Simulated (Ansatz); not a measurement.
Reaction (redistribution): `CB(N)N` + `C[CH2][ZnH]` → `CBN` + `C[CH2][Zn][NH2]`

Isolated molecules relaxed with PBE0-D4/def2-TZVP in Ansatz; ΔE leaves out vibrations. CCSD(T)/CBS adds triple-zeta CCSD(T) − MP2 to the extrapolated MP2 energy (def2 sets, frozen cores). DFT in def2-TZVPP. For Zn outer-core shells are correlated without core-valence functions, which leaves a few kJ/mol of doubt a bond. Scalar relativity is left out up to krypton. One conformer a species, not always the lowest.

CCSD(T)/CBS gives +14.1 kcal/mol.

Another level gave +16.0 kcal/mol. Which?
A. LDA (SPW92)/def2-TZVPP
B. PBE/def2-TZVPP
C. HF/def2-TZVPP
D. CAM-B3LYP/def2-TZVPP

D. CAM-B3LYP 16.0, PBE 14.8, HF/def2-TZVPP 18.0, LDA (SPW92) 17.1 kcal/mol.

Largest T1 diagnostic among the species: 0.014.

From r2SCAN to r2SCAN0 (25 % exact exchange), in def2-TZVPP and without D4, ΔE moves by +1.1 kcal/mol. At CCSD(T), def2-SVP lies +4.8 kcal/mol from the extrapolated value and def2-TZVPP +0.8 kcal/mol.
